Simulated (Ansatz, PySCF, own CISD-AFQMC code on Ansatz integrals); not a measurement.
Isomers of CH2N2. Gas-phase values, no solvent. Strings in code marks are SMILES.

Quantity: electronic energy of isomers of CH2N2 relative to `N#CN`, in kcal/mol. AFQMC values (own CISD-AFQMC code on Ansatz (a quantum-chemistry and plane-wave program) integrals) carry a statistical error of up to ±0.35 kcal/mol (one standard error) and the bias of the phaseless constraint.

Level 1: composite: frozen-core CCSD(T) with HF/cc-pVQZ and the correlation energy extrapolated as X^-3 from cc-pVTZ and cc-pVQZ, plus phaseless AFQMC minus CCSD(T) in cc-pVDZ // B3LYP-D3(BJ)/def2-TZVP (Ansatz)
Level 2: B3LYP/cc-pVTZ // B3LYP-D3(BJ)/def2-TZVP (Ansatz)
Level 3: HSE06/cc-pVTZ // B3LYP-D3(BJ)/def2-TZVP (Ansatz)
Level 4: PBE-D3(BJ)/def2-TZVP // B3LYP-D3(BJ)/def2-TZVP (PySCF)

```csv
species,level 2,level 3,level 4
`N=C=N`,-0.32,-0.67,-3.07
```

Task: What does level 1 give for each?

Result: 
- `N=C=N`: 3.22
